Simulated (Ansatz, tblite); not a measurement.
Cost and result up the ladder for the cluster Ge₃⁻ (3 atoms). Total charge -1; doublet. Geometry: B3LYP-D4/def2-TZVPD.

```csv
atom,x (Å),y (Å),z (Å)
Ge1,1.2885,0.6946,0.1226
Ge2,-0.5263,-0.5163,1.1208
Ge3,-0.7622,-0.1782,-1.2434
```

Ansatz on 4 threads of Arm Neoverse V1 on a shared host; xTB runs through tblite on one thread. Times are rough, summed over both states, and most runs start from the orbitals of an earlier one. PBE0-D4/def2-TZVPD serves as the yardstick here, not as an exact answer. The other state is a triplet.

The xTB rows come from tblite. The structure comes from a short search, and lower isomers may exist.

Raw xTB energies of ions are shifted by several eV, and xTB has no spin-polarisation term.

| level | functions | wall time |
| --- | --- | --- |
| GFN2-xTB | 27 | 0.006 s |
| GFN1-xTB | 27 | 0.007 s |
| PBE-D4/def2-TZVPD | 162 | 6 s |
| PBE0-D4/def2-TZVPD | 162 | 14 s |
| r2SCAN-D4/def2-TZVPD (with forces) | 162 | 18 s |

Task: Estimate what each level gives for the vertical IE (eV).

Result: 
```tsv
level	vertical IE (eV)	difference from PBE0-D4/def2-TZVPD (eV)	remarks
GFN2-xTB	3.57	1.36	–
GFN1-xTB	7.52	5.32	–
PBE-D4/def2-TZVPD	2.15	-0.05	HOMO above zero (-1 doublet)
PBE0-D4/def2-TZVPD	2.20	0.00	–
r2SCAN-D4/def2-TZVPD (with forces)	2.23	0.03	HOMO above zero (-1 doublet)
```
